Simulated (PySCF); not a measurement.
Cu2, SMILES [Cu][Cu], multiplicity 1.

Geometry optimised at r2SCAN-D4/def2-TZVP. The spin state was assumed, not searched.

Two levels are set side by side: PBE/def2-TZVPD (PySCF) and ωB97X/def2-TZVPD (PySCF). Same geometry, gas phase. Differences are taken from unrounded values.

```csv
quantity,PBE
orbital gap (eV),1.80
highest occupied level (eV),-4.83
lowest empty level (eV),-3.03
mean polarisability (bohr³),73.3
```

### Question
These are the PBE values. What does ωB97X give? (Estimate from the structure and the level; the computed values follow.)

### Answer

```json
[
 {"quantity": "orbital gap (eV)", "ωB97X": "7.22", "PBE minus ωB97X": "-5.43"},
 {"quantity": "highest occupied level (eV)", "ωB97X": "-7.72", "PBE minus ωB97X": "2.89"},
 {"quantity": "lowest empty level (eV)", "ωB97X": "-0.50", "PBE minus ωB97X": "-2.54"},
 {"quantity": "mean polarisability (bohr³)", "ωB97X": "77.1", "PBE minus ωB97X": "-3.9"}
]
```

Without exact exchange PBE keeps part of each electron's self-repulsion, which lifts occupied levels and narrows the gap. Differences between two approximate levels are no errors against the true value.

Rough cost on one machine, each run with all the roots and properties that it gave: ωB97X against PBE within a factor of 2.
